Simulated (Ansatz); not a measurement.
`[SiH3][SnH]([Cl])[I]` + `B[SiH](O)[SiH3]` → `B[SiH]([SiH3])O[SiH3]` + `[Cl][SnH2][I]`  (cleavage of the Si–Sn bond)

Calculated with Ansatz (gas phase, PBE0-D4/def2-TZVP geometries, no zero-point term in ΔE). CCSD(T)/CBS adds triple-zeta CCSD(T) − MP2 to the extrapolated MP2 energy (def2 sets, frozen cores). DFT in def2-TZVPP. B3LYP here is the variant with VWN-RPA as its local correlation; programs differ in this. def2 core potentials past Kr. For I, Sn outer-core shells are correlated without core-valence functions, which leaves a few kJ/mol of doubt a bond. One conformer a species, not always the lowest.

```tsv
level	ΔE (kJ/mol)	difference from CCSD(T)/CBS
PBE-D4	-43.2	20.2
PBE0-D4	-51.9	11.5
B3LYP-D4	-65.4	-2.0
B2PLYP	-68.2	-4.8
PBE0	-51.6	11.8
B3LYP	-64.9	-1.5
HF/def2-QZVPP	-94.9	-31.5
MP2/def2-QZVPP	-65.6	-2.2
SCS-MP2/def2-QZVPP	-72.7	-9.3
MP2/CBS(def2)	-62.6	0.8
CCSD(T)/CBS	-63.4	0
```

Largest T1 diagnostic among the species: 0.014.

From PBE to PBE0 (25 % exact exchange), in def2-TZVPP and without D4, ΔE moves by −8.8 kJ/mol. In def2-TZVPP, CCSD(T) changes the Hartree–Fock value by +24.0 kJ/mol (the triples alone add +3.4 kJ/mol) and MP2 by +24.8 kJ/mol.

CCSD(T)/CBS has its own doubt, a few kJ/mol and more with outer-core shells, so smaller differences from it don't rank the levels.
